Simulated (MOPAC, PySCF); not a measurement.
[Zn(Cl)(F)], neutral singlet in the gas phase. 

Cartesian coordinates (Å):
```xyz
3

Zn    -0.0048     0.0190    -0.0055
Cl     0.4191     0.5115     1.9897
F     -0.3596    -0.3850    -1.6620
```
Charge 0, multiplicity 1.

All levels are single points at this geometry (TPSS-D3(BJ)/def2-SVP); Pople sets use spherical d functions. Orbital energies aren't observables, and empty levels follow the basis.

```tsv
level	HOMO (eV)	LUMO (eV)	gap (eV)	dipole (D)	vertical IE, Delta-SCF (eV)
B3LYP-D3(BJ)/def2-TZVP in PySCF	-9.12	-2.26	6.86	0.65	–
PBE-D3(BJ)/def2-TZVP in PySCF	-7.96	-2.84	5.12	0.58	–
TPSSh-D3(BJ)/def2-TZVP in PySCF	-8.61	-2.27	6.34	0.54	–
PBE/6-31G* (LANL2DZ on Zn) in PySCF	-7.70	-2.78	4.92	0.45	11.32
HF/6-31G* (LANL2DZ on Zn) in PySCF	-12.57	1.24	13.82	0.22	11.02
PM7 in MOPAC	-11.51	-0.04	11.47	0.91	–
```
